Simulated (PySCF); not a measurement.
**Electronic structure of Cu⁺ (copper, charge +1) at the UHF level**

Configuration: [Ar] 3d10, closed-shell 1S. All numbers are calculated (PySCF 2.14, the spin-free X2C one-electron Hamiltonian (Gaussian nucleus), in Sapporo-DKH3-DZP-2012 (6s4p3d1f, 40 functions)).

- Total energy: -1652.868268 hartree
- One-electron energy: -2298.4104 hartree
- Hartree (Coulomb) energy: 711.9866 hartree
- Exchange energy: -66.4445 hartree
- ⟨S²⟩: 0.0000
- ⟨L²⟩: 0.000
- Sum of ⟨r⟩: 17.60 bohr
- Sum of ⟨r²⟩: 18.71 bohr²
- Langevin diamagnetic susceptibility: -14.8 ×10⁻⁶ cm³/mol
- Time after the integrals: 0.11 s of wall time on 1 thread of Neoverse-V1 (shared host)

```
shell  electrons  mean orbital energy (eV)  rms radius, mean of both spins (bohr)
   1s          2                   -9055.7                                 0.0601
   2s          2                   -1141.9                                  0.254
   2p          6                   -982.78                                  0.228
   3s          2                   -148.92                                  0.767
   3p          6                   -100.28                                  0.819
   3d         10                   -21.917                                   1.14
```

Densities and radii are taken from the X2C orbitals without a picture-change correction, which distorts them close to the nucleus.
